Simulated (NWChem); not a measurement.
System: SnCl$_{4}$; SMILES [Cl][Sn]([Cl])([Cl])[Cl]

Output (shortened):

```
             Northwest Computational Chemistry Package (NWChem) 7.3.0
             --------------------------------------------------------

                             Geometry "geometry" -> ""
                             -------------------------

 Output coordinates in angstroms (scale by  1.889725989 to convert to a.u.)

  No.       Tag          Charge          X              Y              Z
 ---- ---------------- ---------- -------------- -------------- --------------
    1 Cl                  17.0000    -0.77666800    -1.72462700    -1.33756900
    2 Sn                  50.0000     0.00000000     0.00000000     0.00000000
    3 Cl                  17.0000     0.77666800     1.72462700    -1.33756900
    4 Cl                  17.0000     1.72462700    -0.77666800     1.33756900
    5 Cl                  17.0000    -1.72462700     0.77666800     1.33756900

 Effective nuclear repulsion energy (a.u.)    1019.2135192193

                                 NWChem DFT Module
                                 -----------------

 Summary of "ao basis" -> "ao basis" (spherical)
 ------------------------------------------------------------------------------
       Tag                 Description            Shells   Functions and Types
 ---------------- ------------------------------  ------  ---------------------
 Cl                         def2-svp                 8       18   4s3p1d
 Sn                         def2-svp                10       26   4s4p2d

            General Information
            -------------------
          SCF calculation type: DFT
          Wavefunction type:  closed shell.
          No. of atoms     :     5
          No. of electrons :    90
           Alpha electrons :    45
            Beta electrons :    45
          Charge           :     0
          Spin multiplicity:     1
          Use of symmetry is: off; symmetry adaption is: off
          Maximum number of iterations: 150
          AO basis - number of functions:    98
                     number of shells:    42
          Convergence on energy requested:  1.00D-06
          Convergence on density requested:  1.00D-05
          Convergence on gradient requested:  5.00D-04

              XC Information
              --------------
                         B3LYP Method XC Potential
                     Hartree-Fock (Exact) Exchange  0.200
                        Slater Exchange Functional  0.800 local
                    Becke 1988 Exchange Functional  0.720 non-local
              Lee-Yang-Parr Correlation Functional  0.810
                  VWN I RPA Correlation Functional  0.190 local

             Grid Information
             ----------------
          Grid used for XC integration:  medium
          Radial quadrature: Mura-Knowles
          Angular quadrature: Lebedev.
          Tag              B.-S. Rad. Rad. Pts. Rad. Cut. Ang. Pts.
          ---              ---------- --------- --------- ---------
          Cl                  1.00       88          10.0       590
          Sn                  1.45      123           8.0       590
          Grid pruning is: on
          Number of quadrature shells:   475
          Spatial weights used:  Erf1

      Superposition of Atomic Density Guess
      -------------------------------------

 Sum of atomic energies:       -2086.38981980

      Non-variational initial energy
      ------------------------------

 Total energy =   -2051.207255
 1-e energy   =   -4082.906561
 2-e energy   =    1447.413201
 HOMO         =      -0.433135
 LUMO         =      -0.074926

   convergence    iter        energy       DeltaE   RMS-Dens  Diis-err
 ---------------- ----- ----------------- --------- --------- ---------
 d= 0,ls=0.0,diis     1  -2054.6943920138 -2.64D+03  2.29D-02  8.54D-01
 d= 0,ls=0.0,diis     2  -2054.5968227123  9.76D-02  1.33D-02  1.42D+00
 d= 0,ls=0.0,diis     3  -2054.8075166820 -2.11D-01  1.51D-03  2.38D-02
 d= 0,ls=0.0,diis     4  -2054.8105252469 -3.01D-03  3.04D-04  8.59D-04
 d= 0,ls=0.0,diis     5  -2054.8106285863 -1.03D-04  3.73D-05  1.42D-05
  Resetting Diis
 d= 0,ls=0.0,diis     6  -2054.8106304041 -1.82D-06  6.36D-06  3.42D-07
 d= 0,ls=0.0,diis     7  -2054.8106304581 -5.40D-08  9.58D-07  6.14D-09

         Total DFT energy =    -2054.810630458100
      One electron energy =    -4082.475745273608
           Coulomb energy =     1574.689915262335
    Exchange-Corr. energy =     -131.310904793326
 Nuclear repulsion energy =      584.286104346499

 Numeric. integr. density =       90.000000305790

                       DFT Final Molecular Orbital Analysis
                       ------------------------------------

 Vector   43  Occ=2.000000D+00  E=-3.382039D-01
              MO Center= -5.9D-03,  1.3D-02, -1.2D-05, r^2= 6.4D+00
   Bfn.  Coefficient  Atom+Function         Bfn.  Coefficient  Atom+Function
  ----- ------------  ---------------      ----- ------------  ---------------
    92     -0.304295  5 Cl py                11      0.301256  1 Cl px
    55     -0.302627  3 Cl px                74      0.299587  4 Cl py
    89     -0.225588  5 Cl py                 8      0.223335  1 Cl px
    52     -0.224351  3 Cl px                71      0.222098  4 Cl py
    56      0.138331  3 Cl py                73      0.136663  4 Cl px

 Vector   44  Occ=2.000000D+00  E=-3.382024D-01
              MO Center=  6.9D-03, -1.2D-02, -2.1D-01, r^2= 6.4D+00
   Bfn.  Coefficient  Atom+Function         Bfn.  Coefficient  Atom+Function
  ----- ------------  ---------------      ----- ------------  ---------------
    13      0.267921  1 Cl pz                57     -0.267920  3 Cl pz
    74      0.232382  4 Cl py                12     -0.230704  1 Cl py
    56     -0.227864  3 Cl py                92      0.226077  5 Cl py
    10      0.198625  1 Cl pz                54     -0.198624  3 Cl pz
    75      0.194603  4 Cl pz                93     -0.194602  5 Cl pz

 Vector   45  Occ=2.000000D+00  E=-3.382024D-01
              MO Center= -9.5D-04, -5.4D-04,  2.1D-01, r^2= 6.4D+00
   Bfn.  Coefficient  Atom+Function         Bfn.  Coefficient  Atom+Function
  ----- ------------  ---------------      ----- ------------  ---------------
    75      0.267934  4 Cl pz                93     -0.267933  5 Cl pz
    11      0.229490  1 Cl px                55      0.228993  3 Cl px
    73     -0.229185  4 Cl px                91     -0.229408  5 Cl px
    72      0.198634  4 Cl pz                90     -0.198633  5 Cl pz
    13     -0.194615  1 Cl pz                57      0.194615  3 Cl pz

 Vector   46  Occ=0.000000D+00  E=-1.315079D-01
              MO Center= -1.8D-08,  6.3D-08,  5.0D-08, r^2= 5.0D+00
   Bfn.  Coefficient  Atom+Function         Bfn.  Coefficient  Atom+Function
  ----- ------------  ---------------      ----- ------------  ---------------
    21      0.908143  2 Sn s                 22      0.405143  2 Sn s
    20     -0.314028  2 Sn s                 12     -0.276775  1 Cl py
    56      0.276775  3 Cl py                73      0.276775  4 Cl px
    91     -0.276775  5 Cl px                19     -0.246216  2 Sn s
    13     -0.214665  1 Cl pz                57     -0.214665  3 Cl pz

 Vector   47  Occ=0.000000D+00  E=-4.495792D-03
              MO Center=  6.1D-05, -2.1D-06, -1.3D-01, r^2= 4.4D+00
   Bfn.  Coefficient  Atom+Function         Bfn.  Coefficient  Atom+Function
  ----- ------------  ---------------      ----- ------------  ---------------
    33     -0.559372  2 Sn py                32      0.530428  2 Sn px
    30     -0.466266  2 Sn py                29      0.442137  2 Sn px
    66     -0.272001  4 Cl s                 75      0.271571  4 Cl pz
    84      0.272070  5 Cl s                 93     -0.271561  5 Cl pz
    11     -0.227473  1 Cl px                55     -0.227433  3 Cl px

 Vector   48  Occ=0.000000D+00  E=-4.495789D-03
              MO Center=  1.2D-06,  3.7D-05,  1.3D-01, r^2= 4.4D+00
   Bfn.  Coefficient  Atom+Function         Bfn.  Coefficient  Atom+Function
  ----- ------------  ---------------      ----- ------------  ---------------
    32      0.559372  2 Sn px                33      0.530428  2 Sn py
    29      0.466266  2 Sn px                30      0.442137  2 Sn py
     4      0.272056  1 Cl s                 13      0.271563  1 Cl pz
    48     -0.272015  3 Cl s                 57     -0.271569  3 Cl pz
    74     -0.227465  4 Cl py                92     -0.227441  5 Cl py

     Multipole analysis of the density
     ---------------------------------

     L   x y z        total         alpha         beta         nuclear
     -   - - -        -----         -----         ----         -------
     0   0 0 0      0.000000    -45.000000    -45.000000     90.000000

     1   1 0 0      0.000000      0.000000      0.000000      0.000000
     1   0 1 0     -0.000001     -0.000000     -0.000000      0.000000
     1   0 0 1     -0.000000     -0.000000     -0.000000      0.000000

[...]

 DFT Linear Response polarizability / au
 Frequency  =       0.0773000 / au
 Wavelength =     589.4353558 / nm
              X              Y              Z
 -----------------------------------------------
 X      71.7972665     -0.0000014      0.0000010
 Y      -0.0000014     71.7972666      0.0000008
 Z       0.0000011      0.0000008     71.8031646
 -----------------------------------------------
 Eigenvalues =      71.7972651     71.7972679     71.8031646
 Isotropic   =      71.7992325
 Anisotropic =       0.0058981
 -----------------------------------------------

 Magnetic Dipole Response Matrix (nonzero elements):

 Exiting AOResponse driver routine
```

Level: B3LYP/def2-SVP with def2 effective core potentials on Sn. Coordinates come from a PBE0/def2-SVP optimisation. def2 effective core potentials on Sn; no spin-orbit coupling.

Task: Which NWChem input produces such a log?

Result: One answer among several that fit: the input that was run:
```
start job
memory heap 200 mb stack 700 mb global 900 mb
geometry units angstroms noautosym nocenter noautoz
  Cl    -0.776668    -1.724627    -1.337569
  Sn     0.000000     0.000000     0.000000
  Cl     0.776668     1.724627    -1.337569
  Cl     1.724627    -0.776668     1.337569
  Cl    -1.724627     0.776668     1.337569
end
basis spherical
  * library def2-svp
end
ecp
  Sn library def2-ecp
end
dft
  xc b3lyp
  iterations 150
end
property
  response 1 0.0773
end
task dft property
```
